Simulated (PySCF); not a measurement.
Vertical excitations of a molecule C3H7NOSi from TDA-M06-2X/def2-SVPD (PySCF 2.14.0), as energy in eV (oscillator strength): 7.12 (0.000), 7.36 (0.002), 8.11 (0.018), 8.23 (0.011), 8.25 (0.001), 8.36 (0.054), 8.55 (0.000), 8.86 (0.031), 8.90 (0.003), 8.95 (0.001). Lowest triplet (TDA): 6.49 eV. Geometry: B3LYP-D3(BJ)/def2-SVP. The values are those of a single conformer.

Problem. Which structure fits?
(A) N#C[C@@H]([SiH3])CO
(B) C#C[Si@H](O)CN
(C) CO[Si@H]1C=NC1
(D) N#CCCO[SiH3]

Solution. D, N#CCCO[SiH3]
